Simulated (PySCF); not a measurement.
Broadened absorption spectrum of CH3F3Si

Compound: CH3F3Si.
SMILES: `F[SiH2]C(F)F`

The calculation used TDDFT wB97X-D/def2-SVPD, vertical, gas phase, core orbitals frozen in the response (PySCF). Geometry: GFN2-xTB, one conformer, isolated molecule. Torsions of this conformer, `[F:1][SiH2:2][CH:3]([F:4])[F:5]`: F1–Si2–C3–F4 96°.

Each state is given a Gaussian of 0.4 eV full width at half maximum, with ε(max) = 2.175×10⁸ f / Δν̃ (Δν̃ the width in cm⁻¹). The width is an assumption, not a result. The curve ends short of the highest state used, and states not computed would add to its high-energy end.

(E (eV), ε (L mol⁻¹ cm⁻¹)): (6.65, 2), (6.73, 11), (6.81, 43), (6.89, 131), (6.97, 320), (7.05, 626), (7.13, 981), (7.21, 1233), (7.29, 1241), (7.37, 1000), (7.45, 646), (7.53, 334), (7.61, 139), (7.70, 40), (7.78, 12), (7.86, 10), (7.94, 31), (8.02, 95), (8.10, 244), (8.18, 525), (8.26, 974), (8.34, 1603), (8.42, 2387), (8.50, 3218), (8.58, 3845), (8.66, 3946), (8.74, 3386), (8.82, 2387), (8.90, 1374), (8.98, 675), (9.06, 415), (9.14, 674), (9.22, 1667), (9.30, 3710), (9.38, 6919), (9.46, 10836)

Task: Where are the band maxima, and which computed states make them?

Result: 171 nm (7.25 eV), ε about 1300, made up of S1 (100%); 144 nm (8.63 eV), ε about 4000, made up of S3 (11%) and S4 (86%) (ε in L mol⁻¹ cm⁻¹; maxima over ε = 5, shares over 10%). At its high-energy end, 9.46 eV, the curve is still rising (ε about 11000, from S5 and S6). The states used: S1 7.25 eV (f 0.019); S2 8.35 eV (f 0.0060); S3 8.45 eV (f 0.012); S4 8.66 eV (f 0.052); S5 9.52 eV (f 0.088); S6 9.65 eV (f 0.125); S7 9.81 eV (f 0.087); S8 10.06 eV (f 0.0016).

Task: What would ε be at 8.63 eV, the highest of these maxima, with half the width (0.2 eV)?

Result: About 6620 L mol⁻¹ cm⁻¹ against 3990, a factor of about 1.7; a lone state at its own centre would give exactly 2.

Task: Coming from long wavelengths, where does ε first pass 100 L mol⁻¹ cm⁻¹?

Result: At about 180 nm (6.87 eV), 0.38 eV below S1.

The run took 13 s of wall time on Arm Neoverse V2, one thread, shared host with 96 logical CPUs at a one-minute load of 69, and the process peaked at 0.54 GiB of memory.
